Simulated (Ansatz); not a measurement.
`C[S][Ga]([F])[F]` + silanol → `[F][Ga]([F])[O][SiH3]` + CH₃SH at 500 K and 1 bar (ligand exchange at a Ga–S bond).

Isolated molecules relaxed with PBE0-D4/def2-TZVP in Ansatz; ΔE leaves out vibrations. CCSD(T)/CBS is the MP2 limit (def2-TZVPP, def2-QZVPP) plus CCSD(T) − MP2 in def2-TZVPP, frozen cores. This one scheme is used for every species. For Ga outer-core shells are correlated without core-valence functions, which leaves a few kJ/mol of doubt a bond. Scalar relativity is left out up to krypton. Each species was taken in one conformer, which may not be the lowest.

```tsv
species	CCSD(T)/CBS energy (Eh)	H − E (kJ/mol)	S (J/(mol·K))
`C[S][Ga]([F])[F]`	-2561.27813	159.3	440.2
`O[SiH3]`	-366.69042	127.5	292.9
`[F][Ga]([F])[O][SiH3]`	-2489.72997	135.7	449.9
CH₃SH	-438.22835	145.1	283.7
```

H − E and S are ideal-gas, rigid-rotor, harmonic terms from PBE0-D4/def2-TZVP, for one conformer and one mirror image of each species. 1 Eh = 2625.50 kJ/mol, R = 8.31446 J/(mol·K).

Problem. By hand: ΔE, ΔH, ΔS and ΔG.

Solution. ΔE = (-2489.72997) + (-438.22835) − (-2561.27813) − (-366.69042) = 0.01023 Eh = 26.9 kJ/mol. Δ(H − E) = 135.7 + 145.1 − 159.3 − 127.5 = -6.0, so ΔH = 20.9 kJ/mol. ΔS = 449.9 + 283.7 − 440.2 − 292.9 = 0.5 J/(mol·K). ΔG = 20.9 − 500 × (0.5)/1000 = 20.6 kJ/mol.

Problem. By hand: the equilibrium constant, and the temperature at which ΔG would vanish if ΔH and ΔS stayed fixed.

Solution. log₁₀ K = −ΔG/(RT ln 10) = -2.2. ΔG = 0 at ΔH/ΔS = 41800 K, far beyond where these terms or the molecules hold.

The number of gas molecules stays the same, so ΔS is small and ΔH decides. A doubt of 5 kJ/mol in ΔE shifts log₁₀ K by 0.5 here. Other conformers and mirror images would add mixing entropy, several J/(mol·K) or more a flexible species. Modes under 60 cm⁻¹, often nearly free rotors, make the harmonic entropy too high. These are equilibria of isolated gas molecules and say nothing of rates. Largest T1 diagnostic: 0.014 (customary marks: 0.02 for closed shells, 0.045 for open ones).
